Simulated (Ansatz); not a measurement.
Compare A (`F[SiH](Cl)O[SiH2]Cl`) with its isomer B (`F[Si](Cl)(Cl)O[SiH3]`).

Program: Ansatz. Geometries: PBE0-D4/def2-TZVP. ΔE: electronic, gas phase. CCSD(T)/CBS is the MP2 limit (def2-TZVPP, def2-QZVPP) plus CCSD(T) − MP2 in def2-TZVPP, frozen cores. DFT in def2-TZVPP. B3LYP here is the variant with VWN-RPA as its local correlation; programs differ in this. Each species was taken in one conformer, which may not be the lowest.

Which is lower in electronic energy at CCSD(T)/CBS, and by how much? (Estimate.)

Ansatz gave: A, by 2.9 kcal/mol.

Give E(B) − E(A) in kcal/mol with r2SCAN-D4, B3LYP, BLYP-D4, CCSD(T)/def2-SVP, CCSD(T)/def2-TZVPP, LDA (SPW92), ωB97M-V. (An estimate is asked.)

The calculation gave: r2SCAN-D4 2.4, B3LYP 3.2, BLYP-D4 2.6, CCSD(T)/def2-SVP 2.3, CCSD(T)/def2-TZVPP 2.6, LDA (SPW92) 2.4, ωB97M-V 2.6. None reverses the order clearly.

Largest T1 diagnostic: 0.011.

Leaving LDA and LC-ωPBE aside and taking each functional with its dispersion term where it has one, the values, not all of them listed here, spread over 1.2 kcal/mol, from B97M-V to B2PLYP.
